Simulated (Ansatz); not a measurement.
`[ZnH][O][SiH2]Br` + `NCCO` → `OC[SiH2]Br` + `NC[O][ZnH]`  (formal exchange of groups at the Si–O bond)

Program: Ansatz. Geometries: PBE0-D4/def2-TZVP. ΔE: electronic, gas phase. CCSD(T)/CBS adds triple-zeta CCSD(T) − MP2 to the extrapolated MP2 energy (def2 sets, frozen cores). This one scheme is used for every species. DFT in def2-TZVPP. B3LYP here is the variant with VWN-RPA as its local correlation; programs differ in this. For Br, Zn outer-core shells are correlated without core-valence functions, which leaves a few kJ/mol of doubt a bond. Scalar relativity is left out up to krypton. Each species was taken in one conformer, which may not be the lowest.

```json
{"level": "PBE-D4", "ΔE (kJ/mol)": "162.7", "difference from CCSD(T)/CBS": "-31.9"}
{"level": "PBE0-D4", "ΔE (kJ/mol)": "177.4", "difference from CCSD(T)/CBS": "-17.2"}
{"level": "ωB97X-V", "ΔE (kJ/mol)": "184.6", "difference from CCSD(T)/CBS": "-10.0"}
{"level": "ωB97M-V", "ΔE (kJ/mol)": "186.5", "difference from CCSD(T)/CBS": "-8.1"}
{"level": "B2PLYP", "ΔE (kJ/mol)": "188.2", "difference from CCSD(T)/CBS": "-6.4"}
{"level": "PBE", "ΔE (kJ/mol)": "162.8", "difference from CCSD(T)/CBS": "-31.8"}
{"level": "PBE0", "ΔE (kJ/mol)": "177.5", "difference from CCSD(T)/CBS": "-17.1"}
{"level": "B3LYP", "ΔE (kJ/mol)": "180.5", "difference from CCSD(T)/CBS": "-14.1"}
{"level": "HF/def2-TZVPP", "ΔE (kJ/mol)": "212.4", "difference from CCSD(T)/CBS": "17.8"}
{"level": "MP2/def2-TZVPP", "ΔE (kJ/mol)": "198.2", "difference from CCSD(T)/CBS": "3.6"}
{"level": "SCS-MP2/def2-TZVPP", "ΔE (kJ/mol)": "199.4", "difference from CCSD(T)/CBS": "4.8"}
{"level": "CCSD/def2-TZVPP", "ΔE (kJ/mol)": "196.9", "difference from CCSD(T)/CBS": "2.3"}
{"level": "CCSD(T)/def2-TZVPP", "ΔE (kJ/mol)": "192.7", "difference from CCSD(T)/CBS": "-1.9"}
{"level": "MP2/def2-QZVPP", "ΔE (kJ/mol)": "199.8", "difference from CCSD(T)/CBS": "5.2"}
{"level": "MP2/CBS(def2)", "ΔE (kJ/mol)": "200.0", "difference from CCSD(T)/CBS": "5.4"}
{"level": "CCSD/CBS(def2)", "ΔE (kJ/mol)": "198.7", "difference from CCSD(T)/CBS": "4.1"}
{"level": "CCSD(T)/CBS", "ΔE (kJ/mol)": "194.6", "difference from CCSD(T)/CBS": "0"}
```

Largest T1 diagnostic among the species: 0.016.

From PBE to PBE0 (25 % exact exchange), in def2-TZVPP and without D4, ΔE moves by +14.8 kJ/mol. In def2-TZVPP, CCSD(T) changes the Hartree–Fock value by −19.7 kJ/mol (the triples alone add −4.2 kJ/mol) and MP2 by −14.2 kJ/mol.
